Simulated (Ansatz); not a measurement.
`NC[Se][SiH3]` + `BC=C` → `B/C=C/[Se][SiH3]` + CH₃NH₂  (formal exchange of groups at the Se–C bond)

Calculated with Ansatz (gas phase, PBE0-D4/def2-TZVP geometries, no zero-point term in ΔE). CCSD(T)/CBS is the MP2 limit (def2-TZVPP, def2-QZVPP) plus CCSD(T) − MP2 in def2-TZVPP, frozen cores. DFT in def2-TZVPP. For Se outer-core shells are correlated without core-valence functions, which leaves a few kJ/mol of doubt a bond. Scalar relativity is left out up to krypton. Each species was taken in one conformer, which may not be the lowest.

**Question.** Is it downhill or uphill in electronic energy at CCSD(T)/CBS, and by how much? (An estimate is asked.)

**Answer.** Computed: Downhill: ΔE = -1.9 kcal/mol.

**Question.** What do these levels give: PBE-D4, ωB97X-V, ωB97M-V, PBE, PBE0, MP2/def2-TZVPP, SCS-MP2/def2-TZVPP, CCSD(T)/def2-TZVPP, HF/def2-QZVPP, MP2/def2-QZVPP, HF/CBS(def2), MP2/CBS(def2)? (Best estimate.)

**Answer.** The calculation gave: PBE-D4 -4.5, ωB97X-V -1.4, ωB97M-V -1.0, PBE -4.9, PBE0 -3.5, MP2/def2-TZVPP -2.7, SCS-MP2/def2-TZVPP -2.3, CCSD(T)/def2-TZVPP -1.9, HF/def2-QZVPP -1.1, MP2/def2-QZVPP -2.8, HF/CBS(def2) -1.2, MP2/CBS(def2) -2.7 kcal/mol.

Largest T1 diagnostic among the species: 0.012.

In def2-TZVPP, CCSD(T) changes the Hartree–Fock value by −1.0 kcal/mol (the triples alone add −0.4 kcal/mol) and MP2 by −1.8 kcal/mol. From PBE to PBE0 (25 % exact exchange), in def2-TZVPP and without D4, ΔE moves by +1.4 kcal/mol.
